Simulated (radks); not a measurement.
Effect of the nuclear size on the lanthanum ion La+, [Xe] 5d2. Method: Dirac Kohn-Sham, LDA (Slater exchange, Perdew-Wang correlation), spin-unpolarised, spherical densities, finite nucleus; open shells fill j = l - 1/2 first; Fermi nuclear charge, rms radius 4.855 fm; computed with a radial shooting solver on a logarithmic mesh with Libxc functionals. The rms radius is varied about that value; shifts are against it.

\begin{tabular}{lrrrrrrrr}
rms radius (fm) & total energy shift (eV) & density at nucleus (e/bohr^3) & 1s1/2 shift (meV) & 2s1/2 shift (meV) & 4p1/2 shift (meV) & 5s1/2 shift (meV) & 5p1/2 shift (meV) & 6s1/2 (empty) shift (meV) \\ \hline
4.2433 & -2.20 & 3.598e+05 & -917 & -111 & 0.302 & -0.888 & 0.052 & -0.123 \\
4.5152 & -1.25 & 3.554e+05 & -522 & -63.2 & 0.172 & -0.505 & 0.029 & -0.070 \\
4.855 & 0 & 3.502e+05 & 0.000 & 0.000 & 0.000 & 0.000 & 0.000 & 0.000 \\
5.1269 & 1.06 & 3.464e+05 & 439 & 53.2 & -0.145 & 0.425 & -0.025 & 0.059 \\
6.0445 & 4.95 & 3.352e+05 & 2060 & 250 & -0.678 & 2.00 & -0.116 & 0.275 \\
\end{tabular}

Slopes of the eigenvalues against <r^2> in GHz/fm^2, as finite differences over the two radii next to the reference (eigenvalue slopes, not the field-shift constants of lines): 1s1/2 39400, 2s1/2 4770, 4p1/2 -13.0, 5s1/2 38.1, 5p1/2 -2.22, 6s1/2 (empty) 5.26.
